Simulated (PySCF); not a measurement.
This PySCF input asks for the NMR shieldings of `C#C[B@H-]1OC(F)=CC=[O+]1`, C5H4BFO2; the geometry comes from GFN2-xTB.

```python
import basis_set_exchange as bse
import numpy as np
from pyscf import gto, dft
from pyscf.prop import nmr

atoms = """
C     2.911460    0.233641   -0.513407
C     1.940924    0.154290    0.189962
B     0.651674    0.049728    1.044994
O    -0.284328    1.257452    0.618505
C    -1.219493    1.044129   -0.170831
F    -1.874342    2.140513   -0.573220
C    -1.676233   -0.183725   -0.633648
C    -1.039412   -1.299450   -0.106817
O    -0.058915   -1.266235    0.683398
H     3.776078    0.309179   -1.108046
H     0.783780    0.105864    2.217984
H    -2.508281   -0.250033   -1.307270
H    -1.407301   -2.294868   -0.359332
"""
names = dict.fromkeys(["C", "B", "O", "F", "H"], "pcSseg-1")
basis = {el: gto.basis.parse(bse.get_basis(n, elements=[el], fmt="nwchem")) for el, n in names.items()}
mol = gto.M(atom=atoms, basis=basis, charge=0, verbose=0)
mf = dft.RKS(mol, xc="PBE0")
mf.grids.level = 2
mf.grids.alignment = dft.numint.BLKSIZE   # the property module wants whole blocks of grid points
mf.conv_tol = 1e-9
mf.kernel()

calc = nmr.RKS(mf)   # GIAO
C = mf.mo_coeff
Co = C[:, mf.mo_occ > 0]
resp = mf.gen_response(singlet=True, hermi=2)
def vind(x):   # induced exchange potential for any number of trial vectors
    d = np.einsum("pi,xij,qj->xpq", C, 2 * x.reshape(-1, C.shape[1], Co.shape[1]), Co, optimize=True)
    return np.einsum("xpq,pi,qj->xij", resp(d - d.transpose(0, 2, 1)), C, Co, optimize=True).ravel()
mo1, _ = nmr.rhf.solve_mo1(calc, with_cphf=vind)
sigma = calc.kernel(mo1)
for i, s in enumerate(sigma):   # ppm
    print("%2d %-2s %9.2f" % (i, mol.atom_pure_symbol(i), np.trace(s) / 3))
```

Task: What does it print?

Result: 
```
 0 C      92.53
 1 C      90.70
 2 B     100.74
 3 O      90.10
 4 C       4.26
 5 F     174.72
 6 C     100.66
 7 C      -2.56
 8 O      53.81
 9 H      29.85
10 H      27.53
11 H      26.46
12 H      23.66
```

These numbers come from an equivalent density-fitted implementation of the same equations, which agrees with the script to about 0.01 ppm for H and up to a few tenths of a ppm for heavy atoms, so last digits may differ.

Size and cost of the density-fitted run: 173 basis functions, 66 s wall time on 1 thread of an Intel Xeon, shared host; peak memory 0.93 GiB.
